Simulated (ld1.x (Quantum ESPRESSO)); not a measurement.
# Transferability test, TM potential for Cu (Z = 29)

ld1.x (Quantum ESPRESSO) 7.5 input, shortened:

```
&input
   title='Cu', zed=29., rel=2, dft='PBE', iswitch=3,
   config='[Ar] 3d10 4s0 4p0', rel_dist='average'
 /
 &inputp
   pseudotype=2, tm=.true., lloc=-2, rcloc=1.30,
   nlcc=.false.
 /
3
4S  1  0   0.00   0.00  1.90  1.90  0.0
3P  2  1   6.00   0.00  1.15  1.15  0.0
3D  3  2  10.00   0.00  1.25  1.25  0.0
 &test
   configts(1)='3p6 3d10 4s0 4p0'
 /
```

Open shells are filled in proportion to 2j + 1 (rel_dist='average').

Energies are relative to the spin-unpolarised reference configuration 3p6 3d10 4s0 4p0; without spin polarisation the order of configurations can differ from experiment. The frozen-core shift is the all-electron ΔE with the core orbitals held at their reference shape minus the fully relaxed ΔE.

```csv
valence configuration,charge,ΔE all-electron (eV),error AE − PS (meV),frozen-core shift (meV)
3p6 3d10 4s1 4p0,0,-8.149,-7.2,+0.7
3p6 3d9 4s0 4p0,+2,21.333,-23,+9.3
3p6 3d8 4s0 4p0,+3,60.353,-129,+69
3p6 3d9 4s2 4p0,0,-6.178,-110,+14
3p6 3d10 4s0.5 4p0,+0.5,-4.986,-2.3,+0.2
3p5 3d10 4s1 4p0,+1,71.412,-165,+24
```

Question: What are ΔE and the potential's error for 3p6 3d7 4s0 4p0?

Answer: ΔE = 120.060 eV all-electron; the error (AE − PS) is -334 meV.

Levels in the configuration 3p6 3d10 4s1 4p0:

```csv
level,all-electron (eV),pseudo (eV)
3p j=1/2,-73.860,-73.944
3p j=3/2,-71.280,-71.361
3d j=3/2,-5.202,-5.234
3d j=5/2,-4.932,-4.964
4s j=1/2,-4.610,-4.599
```

ld1.x printed “convergence not achieved” for 3 of the counted tests; their residual had stalled under 1e-8, short of the target of 1e-14.
